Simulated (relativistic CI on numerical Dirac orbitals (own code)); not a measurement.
Method of calculation: Dirac-Coulomb-Breit CI, orbitals from a KLI potential per configuration, model QED (radiative potential, 1s self-energy scaled to tabulated hydrogen-like ionisation energies), unscaled Slater integrals (own radial code, finite nucleus).

The strongest absorption lines from the ground level of an ion, among the configurations computed and to levels below about 190 eV (vacuum wavelength in nm, gf): 9.1887 (2.1), 9.3232 (0.32), 9.3917 (0.3), 9.4114 (0.29), 9.4678 (1.6), 9.7576 (0.42), 10.002 (0.44), 10.280 (0.9).

(1) Which ion is it?
A. As⁹⁺
B. Rb¹⁵⁺
C. Rb¹³⁺
D. Rb¹¹⁺

Answers

(1) C. Rb¹³⁺ has 24 electrons and the ground level 3s²3p⁶3d⁶ ⁵D4; the strongest line goes to 3s²3p⁵3d⁷ ⁵D°4. The pattern of lines fixes the number of electrons, and along that sequence the line energies rise steadily with the charge (about as its square where n changes within one kind of shell, about linearly where n is kept but much faster in heavy ions where fine structure, which grows about as Z⁴, sets the gap, and irregularly where shells cross), which fixes Z. Configurations outside the model, such as inner-shell arrays, can give stronger lines. At this charge energies of transitions that change n are usually good to better than 1 %, and those within a shell (Δn = 0) to a few per cent. Terms inside the open d or f shell come out 10 to 20 % too wide with unscaled integrals.

LS names give the leading component of a level, which can be under half, so a name can repeat, a term be missing and a line seem to break the LS rules.
